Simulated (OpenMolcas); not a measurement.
**Mo+: effect of the IPEA shift**

```json
{
  "Program": "OpenMolcas 26.06",
  "Basis": "ANO-RCC-VTZP [7s6p4d2f1g]",
  "Scalar Hamiltonian": "DKH2, point nucleus",
  "Active space": "5 electrons in 9 orbitals (RAS2 4d 5s; RAS3 5p, at most 2 electrons)",
  "State averaging": "2S+1 = 6 even, 6 roots; 2S+1 = 4 even, 81 roots kept (CI in the orbitals of an earlier block); 2S+1 = 2 even, 89 roots kept (CI in the orbitals of an earlier block); 2S+1 = 6 odd, 15 roots; 2S+1 = 4 odd, 15 roots kept (CI in the orbitals of an earlier block); 2S+1 = 2 odd, 1 root kept (CI in the orbitals of an earlier block, 0 in the spin-orbit step)",
  "Spin-orbit coupling": "RASSI with atomic mean-field integrals over the reference wave functions, term energies averaged over their components"
}
```

Methods on the same reference wave functions:
A. RASSCF
B. MS-RASPT2, IPEA 0 Eh, imaginary shift 0.1 Eh (closed shells correlated: 4s 4p)
C. MS-RASPT2, IPEA 0.25 Eh, imaginary shift 0.1 Eh (closed shells correlated: 4s 4p)

Energies in cm-1 above 4d5 6S 5/2, the measured ground level; measured values from NIST Handbook of Basic Atomic Spectroscopic Data.

```
                  Level      A      B      C  Measured
             4d5 6S 5/2    0.0    0.0    0.0       0.0
          4d4 5s 6D 1/2   8934  11940  11500     11783
          4d4 5s 6D 3/2   9164  12210  11750     12034
          4d4 5s 6D 5/2   9524  12610  12140     12417
          4d4 5s 6D 7/2   9991  13090  12620     12900
          4d4 5s 6D 9/2  10544  13630  13160     13461
       4d4 5s 4D 1/2(1)  19191  17450  17940          
4d4 5s 4D 3/2(1) [67 %]  19343  17870  18400          
4d4 5s 4D 5/2(1) [68 %]  19690  18230  18780          
       4d4 5s 4D 7/2(1)  20346  18400  18840          
             4d5 4G 5/2  20743  16070  16530     15199
             4d5 4G 7/2  20846  16190  16630     15331
             4d5 4G 9/2  20918  16280  16710     15428
            4d5 4G 11/2  20928  16290  16720     15447
             4d5 4P 1/2  21142  16390  17130          
      4d5 4P 3/2 [66 %]  21573  16500  17200          
      4d5 4P 5/2 [66 %]  21939  16760  17490          
          4d4 5s 4H 9/2  26849  27090  27600          
         4d4 5s 4H 11/2  27150  27350  27820          
       4d4 5s 4F 3/2(1)  27394  25760  26860          
       4d4 5s 4F 5/2(1)  27461  25820  26920          
         4d4 5s 4H 13/2  27467  27720  28180          
       4d4 5s 4F 9/2(1)  27696  25730  26870          
             4d5 4D 1/2  27900  22920  24020
```

Deviations, from unrounded energies. A percentage is the sum of absolute deviations over the sum of measured energies, with the sign that they share, or ± where signs differ.

```json
{"Against measurement": "mean absolute deviation (cm-1)", "Levels": "9", "A": "4100", "B": "480", "C": "730"}
{"Against measurement": "other terms of the ground configuration (%)", "Levels": "4", "A": "+35.9", "B": "+5.6", "C": "+8.4"}
{"Against measurement": "other configurations (%)", "Levels": "5", "A": "-23.1", "B": "+1.4", "C": "-2.3"}
```

B lies closest to measurement on these levels and A furthest from it. The largest miss of B in the table is 4d5 4G 5/2, by +880 cm-1. The ranking rests on the paired levels alone, and a cruder setting can come out closer through cancelling errors.

Between B and C the level of the table that moves most is 4d4 5s 4F 9/2(1), by 1100 cm-1 (lowest in B, highest in C). Moves below CASPT2's spread within the term are not significant.

From A to B the spin-free energies of the other terms of 4d5 shown, above 6S, scale by factors of 0.78 to 0.82, as is usual when dynamic correlation screens the repulsion within a d or f shell.

The lowest spin-free term lies below A's lowest term by 0.391 hartree in B, 0.376 hartree in C.

CASPT2 does not keep the components of a term degenerate, so their means are used; among the terms shown or strongly mixed into the levels shown the widest spread is 100 cm-1 (4d4 5s 4F(1), C). Some high roots are left out of the spin-orbit mixing, which shifts the levels that they would mix with. Terms from blocks run as CI alone lack orbitals of their own. Configurations are named by rounded mean occupations; where the s occupation lies near a half they are strongly mixed, a name can repeat and a true partner stay unpaired. A single d shell beside an s shell can misplace configurations of different d count against each other. Without dynamic correlation excited terms often stand tens of per cent too high (terms of higher spin than the ground term too low), and those without a measured partner can miss by more than the paired ones (holds for A). Blocks of more than 70 roots (2S+1 = 4 even, 2 even) ran without multistate coupling (holds for B; C). The CASPT2 spread within a term exceeds the gap to the next term for 4d4 5s 4H and 4d4 5s 2G(1), so the order of their levels is uncertain, and so are names and mixing where such terms share a J (holds for B). Measured partners are found by configuration, term and J. A level has none where our copy of the source lacks it or the pairing is in doubt (some pairs that miss far off the trend of their configuration count as doubtful), and it then counts in no deviation. Only configurations of the active space appear. Levels that lie high or do not pair safely by name in every column are left out.

A share in square brackets marks a mixed level and gives the weight of the term that names it, the lowest over the columns. A number in round brackets counts repeated terms of one configuration in the order of the reference energies.
